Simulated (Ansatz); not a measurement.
Species: NbF (charge 0, quintet). The spin state was set by rule; other spins were not relaxed. 
Structure (B3LYP-D3(BJ)/def2-TZVP (Ansatz, a first-principles code) minimum search):
```
Nb
F 1 1.8876
```
Charge 0, spin multiplicity 5.

Computed values are from Ansatz. Valence correlation only, unless marked. UHF or UKS for open shells. Spin-orbit coupling is left out. The frozen core is the preceding noble-gas configuration, with the filled d and f shells of earlier blocks. Past Kr the def2 sets carry scalar-relativistic core potentials. Basis-set limits of correlation are two-point, X^-3; Hartree-Fock from the larger set.

### Question
What is the total energy at CCSD(T)/CBS(def2-TZVPPD,def2-QZVPPD)?

### Answer
-156.2818 Eh.

### Question
What is the atomisation energy De at CCSD(T)/CBS(def2-TZVPPD,def2-QZVPPD)?

### Answer
573.1 kJ/mol.

### Question
What is the dipole moment at CCSD(T)/def2-SVPD?

### Answer
2.98 D.

### Question
What is the T1 diagnostic at CCSD/def2-QZVPPD?

### Answer
0.029.
